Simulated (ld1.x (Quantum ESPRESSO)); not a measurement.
## Configuration tests for O (Z = 8) (RRKJ)

ld1.x (Quantum ESPRESSO) 7.5 input, shortened:

```
&input
   title='O', zed=8., rel=1, dft='PZ', iswitch=3,
   config='[He] 2s2 2p4'
 /
 &inputp
   pseudotype=2, tm=.false., rho0=0.02, lloc=0,
   nlcc=.true., rcore=0.55
 /
2
2P  2  1   4.00   0.00  2.00  2.00  0.0
2S  1  0   2.00   0.00  0.70  0.70  0.0
 &test
   configts(1)='2s2 2p4'
 /
```

Energies are relative to the spin-unpolarised reference configuration 2s2 2p4; without spin polarisation the order of configurations can differ from experiment. Spin-polarised rows fill each open shell by Hund’s rule, majority spin first. The frozen-core shift is the all-electron ΔE with the core orbitals held at their reference shape minus the fully relaxed ΔE.

```tsv
valence configuration	charge	ΔE all-electron (eV)	error AE − PS (meV)	frozen-core shift (meV)
2s2 2p3	+1	16.584	+103	+0.1
2s2 2p2	+2	50.292	+840	+1.3
2s2 2p1	+3	104.255	+3148	+7.3
2s0 2p6	0	29.228	-64	+2.0
2s2 2p3.5	+0.5	6.366	+16	0.0
2s2 2p4.3	-0.3	-2.174	+2.0	0.0
2s2 2p0	+4	181.211	+8279	+28
2s2 2p4 (spin-polarised)	0	-1.409	-36	+1.5
2s2 2p3 (spin-polarised)	+1	12.572	-48	+5.1
```

Levels in the configuration 2s2 2p3 (spin-polarised):

```tsv
level	all-electron (eV)	pseudo (eV)
2s up	-41.142	-41.273
2p up	-26.366	-26.100
2s down	-35.723	-35.700
```
